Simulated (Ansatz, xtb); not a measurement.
## Isomers of H8OSSi3 in order of energy

3 gas-phase structures of H8OSSi3, from a drawn sample of its isomers (lower ones may exist). Each was relaxed with GFN2-xTB; where two conformers were screened, the lower at r2SCAN-D4/def2-SVP is listed:

A. `O[Si]([SiH3])([SiH3])S`, a singlet
B. `O[Si@@H](S)[SiH2][SiH3]`, a singlet
C. `O[SiH2][SiH2][SiH2]S`, a singlet

**Question.** Which do you expect lowest at r2SCAN-D4/def2-SVP, and how would the others follow?

**Answer.** Calculated order at r2SCAN-D4/def2-SVP: B (0.0), A (2.6), C (5.7) kcal/mol.

Energies above the lowest of each column, in kcal/mol; the last columns are at PBE0-D3(BJ)/def2-SVP geometries:

```tsv
structure	GFN2-xTB	HF/STO-3G	r2SCAN-D4/def2-SVP	PBE0-D3(BJ)/def2-SVP	CCSD(T)/def2-SVP + ΔMP2/def2-TZVPP
B	1.6	0.0	0.0	0.0	0.0
A	3.0	2.0	2.6	2.5	2.4
C	0.0	1.8	5.7	5.4	5.1
```

CCSD(T)/def2-SVP + ΔMP2/def2-TZVPP puts B lowest; GFN2-xTB picks C. Flexible structures stand in one conformer each, not always the lowest. ΔMP2 is the change of the MP2 energy from the smaller to the larger basis.

Programs: Ansatz 0.2.0, xtb 6.7.1.
